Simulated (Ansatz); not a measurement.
Problem. Name a neutral molecule of C, Ga, Sn and H with LUMO energy (B3LYP/def2-TZVPP) between -2.45 and -2.15 eV and HOMO energy (PBE/def2-TZVPP) between -6.35 and -6.05 eV (Ansatz, PBE0-D4/def2-TZVP geometry).

Solution. `[CH3][SnH2][GaH2]` (-2.40 eV, -6.16 eV). Other molecules can fit too; these were computed, each in one conformer that needn't be the lowest.

B3LYP here is the variant with VWN-RPA as its local correlation; programs differ in this.
